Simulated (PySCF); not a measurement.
**Correlation energy of Fe⁺ (iron, charge +1)**

[Ar] 3d6 4s1, high-spin 6D determinant. Computed with PySCF 2.14 in jorge-DZP-DKH (8s6p2d1f, 43 functions), with the spin-free X2C one-electron Hamiltonian (Gaussian nucleus). Frozen: [Ar]; 7 electrons correlated.

MP2 pair energies summed by pair of shells (mhartree):

```csv
pair,energy,share (%)
3d-3d,-78.25,89.8
3d-4s,-8.90,10.2
```

Total MP2 correlation energy: -87.15 mhartree.

Same-spin part -52.34 and opposite-spin part -34.82 mhartree; SCS-MP2 scales them by 1/3 and 6/5 to -59.23 mhartree.
